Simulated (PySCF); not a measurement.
## Eu(SH)3: one run

Eu(SH)3 (singlet in the valence; each metal's 4f electrons, 6 of them, lie in its core potential, out of spins and levels). PySCF 2.14.0, RKS TPSS, Eu lcecp-1-SVP with ECP52, S def2-SVP, H def2-SVP; non-relativistic Hamiltonian with scalar-relativistic core potentials where named; density fitting; no spin-orbit coupling. Purpose: all atoms moved at random, sigma 0.03 A.

```python
mol = gto.M(atom='''
Eu     0.00436    -0.02259     0.91960
S      2.55723     0.41640     0.97580
H      2.91942    -0.89646     1.02207
S     -1.62395     2.06228     0.97968
H     -0.66916     3.01777     0.98010
S     -0.91140    -2.47653     0.96284
H     -2.27651    -2.10087     0.97490''',
    basis={'Eu': 'lcecp-1-SVP', 'S': 'def2-SVP', 'H': 'def2-SVP'},
    ecp={'Eu': 'lcecp-1-SVP'},
    charge=0, spin=0)
mf = dft.RKS(mol, xc='TPSS')
mf.grids.atom_grid = (50, 194)  # f atoms: unpruned, at least (60, 302)
mf = mf.density_fit()  # fitting sets: Eu AutoAux, S def2-universal-JKFIT, H def2-universal-JKFIT
mf.conv_tol = 1e-08; mf.max_cycle = 55
mf.kernel(dm0)  # dm0: converged density of the relaxed state
mf.nuc_grad_method().kernel()
```

Run from Python with OMP_NUM_THREADS=2; the lines above give its settings. Where DIIS fails, smearing, a level shift and second-order steps follow.
It took 5.8 s on 2 threads of Arm Neoverse V1, with other jobs on the host, from an already converged density.

Problem. Where do the frontier levels lie, over both spins?

Solution. HOMO -6.27 eV, LUMO -2.92 eV. The 4f levels lie in the core potential and are missing.

Problem. What are the Mulliken charges and spins?

Solution. 
| atom | charge (e) | spin (e) |
| --- | --- | --- |
| Eu1 | 0.842 | 0.000 |
| S2 | -0.374 | 0.000 |
| H3 | 0.105 | 0.000 |
| S4 | -0.391 | 0.000 |
| H5 | 0.102 | 0.000 |
| S6 | -0.390 | 0.000 |
| H7 | 0.107 | 0.000 |
The spin of the 4f electrons in the core isn't counted.

Problem. What forces act on the atoms (eV/Å)?

Solution. 
```
Eu  -0.38  0.22  0.00
S    0.39 -0.02  0.01
H   -0.01  0.05 -0.01
S   -0.15 -0.26 -0.01
H    0.19  0.14  0.00
S   -1.19  0.17  0.01
H    1.14 -0.30 -0.01
```
Forces carry noise of the integration grid, about 0.01 to 0.03 eV/Å.

Problem. How does its energy compare with the relaxed singlet of charge +0 in vacuum?

Solution. It lies 0.047 eV higher.

An lcecp potential fixes the number of 4f electrons, so in runs with it no electron can move into or out of that shell.
